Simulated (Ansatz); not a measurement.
Gas-phase electronic energies from Ansatz, PBE0-D4/def2-TZVP geometries. CCSD(T)/CBS adds triple-zeta CCSD(T) − MP2 to the extrapolated MP2 energy (def2 sets, frozen cores). Each species was taken in one conformer, which may not be the lowest.

Consider the substitution at a C–C bond: `CC(O)(F)CF` + `[NH2][AlH][SiH2]S` → `CS[SiH2][AlH][NH2]` + `OC(F)CF`.

| species | CCSD(T)/CBS(def2) energy (Eh) |
| --- | --- |
| `CC(O)(F)CF` | -392.53062 |
| `[NH2][AlH][SiH2]S` | -987.23891 |
| `CS[SiH2][AlH][NH2]` | -1026.49476 |
| `OC(F)CF` | -353.25935 |

Work out ΔE.

ΔE = (-1026.49476) + (-353.25935) − (-392.53062) − (-987.23891) = 0.01542 Eh = +9.7 kcal/mol.

Largest T1 diagnostic among the species: 0.013.

The D4 term adds −0.8 kcal/mol with B3LYP and −0.5 kcal/mol with PBE0; it sums over pairs of atoms, weighted by their polarisabilities, and B3LYP, whose exchange is more repulsive, gets the larger term. At CCSD(T), def2-SVP lies +2.9 kcal/mol from the extrapolated value and def2-TZVPP +0.3 kcal/mol. Leaving LDA and LC-ωPBE aside and taking each functional with its dispersion term where it has one, the values, not all of them listed here, spread over 3.2 kcal/mol, from revPBE-D4 to B97M-V. LDA lies +2.3 kcal/mol from PBE without D4.

B3LYP here is the variant with VWN-RPA as its local correlation; programs differ in this.
